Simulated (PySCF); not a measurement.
C5H5F3GeS, SMILES FC(F)(F)c1cc[c]([GeH3])s1 at its GFN2-xTB optimised geometry (Å):

```
15

F     -2.2933    -2.4721     1.0919
C     -1.5040    -2.4142     0.0024
F     -2.3364    -2.4439    -1.0551
F     -0.8139    -3.5637    -0.0259
C     -0.6070    -1.2311     0.0000
C      0.7577    -1.2311     0.0000
C      1.2827     0.0737     0.0000
C      0.3254     1.0475     0.0005
Ge     0.5483     2.9712    -0.0057
S     -1.2574     0.3661     0.0011
H      1.3503    -2.1283    -0.0008
H      2.3364     0.2931    -0.0002
H     -0.0610     3.5484    -1.2369
H      2.0090     3.2609     0.0251
H     -0.1176     3.5637     1.1881
```

Level of theory: B3LYP/def2-TZVP (PySCF). Cells within 0.4 Å of a nucleus heavier than hydrogen are left out (blank, or x).

Map of the deformation density (molecule minus spherical neutral atoms) (e/bohr³) on the plane z = 0.8 Å:

```
|22222222222222222222222222222|
|22222222222222222222222222222|
|22222222222222222222222222222|
|22222222222222222222222222222|
|22222222222222222222222222222|
|22222222222223542222222222222|
|22222222222225962222222222222|
|22222222222223542222222222222|
|22222222222222221122222222222|
|22222222222222222122222222222|
|22222222222212232122222222222|
|22222222222222222112222222222|
|22222222223322223212222222222|
|22222222224322123212222222222|
|22222222222211011112222222222|
|22222222222221112211222222222|
|22222222221222212211222222222|
|22222222211112321112222222222|
|22222222221112221222222222222|
|22222223513011112222222222222|
|222222237x4001122222222222222|
|22222222331012222222222222222|
|22222222221122222222222222222|
|22222222222222222222222222222|
|22222222222222222222222222222|
|22222222222222222222222222222|
|22222222222222222222222222222|
|22222222222222222222222222222|
|22222222222222222222222222222|
```
Scale: ten equal steps from -0.021 (start of '0') to 0.061 (end of '9'), in the order '0123456789'; x runs from -6.00 to 6.00, y from -6.00 (bottom) to 6.00 (top).
